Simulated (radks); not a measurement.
The beryllium ion Be2+, 2 electrons, occupied as [He] (the NIST ground configuration). All-electron calculation, non-relativistic Kohn-Sham, LDA (Slater exchange, Perdew-Wang correlation), spin-polarised, spherical densities, point nucleus; hard spherical wall at 2 bohr. Program: a radial shooting solver on a logarithmic mesh with Libxc functionals.

Normalised radial functions P(r) = r R(r), r in bohr:

| r | 1s | 2p |
|---|---|---|
| 0.01358 | 0.1878 | 0.0011 |
| 0.01727 | 0.2353 | 0.0018 |
| 0.02195 | 0.2936 | 0.0029 |
| 0.02813 | 0.3671 | 0.0048 |
| 0.03576 | 0.4527 | 0.0076 |
| 0.04546 | 0.5538 | 0.0120 |
| 0.05779 | 0.6704 | 0.0189 |
| 0.07347 | 0.8011 | 0.0297 |
| 0.09415 | 0.9465 | 0.0468 |
| 0.1197 | 1.0891 | 0.0721 |
| 0.1522 | 1.2209 | 0.1097 |
| 0.1934 | 1.3251 | 0.1642 |
| 0.2459 | 1.3814 | 0.2414 |
| 0.3151 | 1.3682 | 0.3507 |
| 0.4006 | 1.2725 | 0.4884 |
| 0.5092 | 1.0954 | 0.6544 |
| 0.6474 | 0.8559 | 0.8322 |
| 0.823 | 0.5920 | 0.9827 |
| 1.046 | 0.3502 | 1.0361 |
| 1.341 | 0.1630 | 0.8864 |
| 1.704 | 0.0510 | 0.4521 |

1s: eigenvalue -130.58 eV, 0 radial nodes, <r> = 0.419 bohr, 90 % of the charge inside 0.754 bohr. 2p (empty): eigenvalue 3.457 eV, 0 radial nodes, <r> = 1.03 bohr, 90 % of the charge inside 1.49 bohr.
